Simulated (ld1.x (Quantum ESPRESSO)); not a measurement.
bismuth: variants of one TM semilocal potential

Base potential:

Bi (Z = 83), norm-conserving Troullier–Martins (semilocal form), made with ld1.x (Quantum ESPRESSO) 7.5 (PBE, scalar-relativistic). Core [Xe] 4f14 5d10, reference 6s2 6p2.5 (charge +0.5). Waves: 6s (bound): rc 1.60 bohr; 6p (bound): rc 2.00 bohr; 6d channel at 0.45 Ry: rc 2.10 bohr. Local part: the d channel. Core correction: a·sin(br)/r model core inside 1.40 bohr.

All-electron outer shells of the reference configuration (PBE, scalar-relativistic, ld1.x):

```csv
shell,level (eV),outermost node (bohr),outermost maximum (bohr)
5d,-30.95,0.51,1.03
6s,-18.15,0.98,1.86
6p,-7.87,1.14,2.41
```

Cutoffs, loose and tight: the cutoffs (Ry, on a coarse ladder) from which the occupation-weighted sum of valence levels, in a spherical-Bessel basis at the reference potential, stays within 10 and 1 mRy of its value at 400 Ry. They do not see the model core or the augmentation charge, which bear on the density cutoff. Test errors are all-electron minus pseudo excitation energies from the reference, over the configurations 6s2 6p3; 6s2 6p2; 6s2 6p1; 6s1 6p3; 6s2 6p3.3; 6s0 6p5; 6s1 6p0. A dash means not determined; rows that change the core or the reference have their own tests.

A true bound ghost makes a file unfit for plane-wave use even where its test errors are small: the radial tests pick states by their node count and pass the ghost by.

A semilocal file is local in each channel, so a ghost entry of none says nothing of the separable form that plane-wave codes build from it.

```csv
change,outcome,"cutoff, loose","cutoff, tight",bound ghosts,largest test error (meV)
base,generated,45 Ry,90 Ry,none,-796
"all radii but the core radius scaled by about 0.80 (s 1.28, p 1.60, d 1.68 bohr)",generated,140 Ry,over 300 Ry,s,-332
"all radii but the core radius scaled by about 0.92 (s 1.48, p 1.84, d 1.94 bohr)",generated,60 Ry,160 Ry,none,-772
"all radii but the core radius scaled by about 1.05 (s 1.68, p 2.08, d 2.20 bohr)",generated,30 Ry,60 Ry,none,-790
"all radii but the core radius scaled by about 1.10 (s 1.76, p 2.20, d 2.30 bohr)",generated,30 Ry,50 Ry,none,-784
"all radii but the core radius scaled by about 1.24 (s 1.98, p 2.48, d 2.60 bohr)",generated,25 Ry,40 Ry,none,-783
"all radii but the core radius scaled by about 1.38 (s 2.20, p 2.76, d 2.90 bohr)",generated,25 Ry,40 Ry,none,-811
```

Reading the sweep of the scale of all radii but the core radius (base = 1) (base included, trends over the rows without a ghost): The loose cutoff falls from 60 Ry at 0.92 to 25 Ry at 1.38. A larger radius leaves more room for a smooth pseudo-wave, so fewer plane waves are needed; a smaller one forces it to follow the all-electron wave where it bends sharply. The median size of the test errors (rows with all tests solved) stays near 51.9 meV. Bound ghosts are found at 0.8.
